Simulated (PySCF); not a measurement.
# One molecule, several mistakes: BCGeH4O

All numbers below are calculated, not measured. They come from PySCF 2.14.0, an open-source quantum chemistry program, on an isolated molecule that a program drew, which may never have been made. The molecule is BCGeH4O (charge 0, doublet), drawn as the SMILES string `[CH3][GeH][B]=O`.

Each row is a Hartree-Fock (HF) and frozen-core CCSD(T) single point in the cc-pVDZ basis, meant for a local HF minimum. Run 1 is clean. Each other run has one planted mistake out of seven kinds, and not every kind appears here: one electron removed, one electron added, multiplicity raised by two, geometry at a saddle point, minimal basis STO-3G, one bond length entered in bohr, all coordinates scaled. The reference is restricted for singlets and unrestricted otherwise, and also for a bond in bohr. Adding or removing an electron swaps singlet and doublet. Electrons count all cores. HOMO and LUMO are orbital energies over both spins, the gradient is its largest component, and the lowest frequency (negative if imaginary) is given only where the gradient is small. Bond lengths are over the 7 bonds as drawn. T1 is the CCSD diagnostic: over 0.02 (restricted) or 0.045 (unrestricted) a single reference is doubtful. Germanium has the cc-pVDZ-PP basis, with a core potential (ECP10MDF) in place of its 10 inner electrons, and its 3s, 3p and 3d shells are frozen in CCSD(T).

Geometry of the clean run:
```xyz
8
BCGeH4O, angstrom
C    -0.8268   -1.3457    0.6626
Ge   -1.3896   -0.9160   -1.1694
B    -0.8586    0.9970   -1.7188
O    -0.5130    2.0796   -2.0644
H    -1.3488   -0.7024    1.3736
H    -1.0677   -2.3860    0.8829
H     0.2477   -1.1983    0.7710
H    -2.8931   -1.1069   -1.3897
```

```
run  electrons  basis functions  <S^2>  HOMO (eV)  LUMO (eV)  gradient (hartree/bohr)  lowest frequency (cm^-1)  mean bond (Å)  longest bond (Å)      T1  HF (hartree)  CCSD(T) (hartree)                          mistake
  1         55               85  0.756      -9.25       0.47                  2.9e-05                       121         1.4308             2.060  0.0175    -433.15838         -433.69268                         no fault
  2         54               85  0.000     -18.47      -7.53                  5.0e-02                         -         1.4308             2.060  0.0209    -432.85015         -433.38292             one electron removed
  3         56               85  0.000      -1.18       8.14                  4.6e-02                         -         1.4308             2.060  0.0161    -433.16899         -433.72823               one electron added
  4         55               85  3.771      -4.47      -3.30                  1.6e-01                         -         1.4308             2.060  0.0448    -432.89428         -433.42591       multiplicity raised by two
  5         55               85  1.249      -8.78       0.16                  2.2e-02                         -         1.6926             3.893  0.0490    -433.06000         -433.57879  one bond length entered in bohr
  6         55               85  0.756      -9.15       0.59                  5.9e-02                         -         1.3950             2.008  0.0165    -433.15293         -433.68186                                ?
```

**Which mistake was planted in run 6, and what did it cost?**

The mean and the longest bond both change by the same factor, 0.975, and the gradient is no longer small. So the mistake is: all coordinates scaled. Subtracting run 1 and multiplying by 627.51 kcal/mol a hartree, the energy moved by 3.4 kcal/mol in HF and 6.8 kcal/mol in CCSD(T).

Cautions from the logs. Run 2: T1 is over the limit, so its CCSD(T) energy is less reliable; run 5: T1 is over the limit, so its CCSD(T) energy is less reliable.
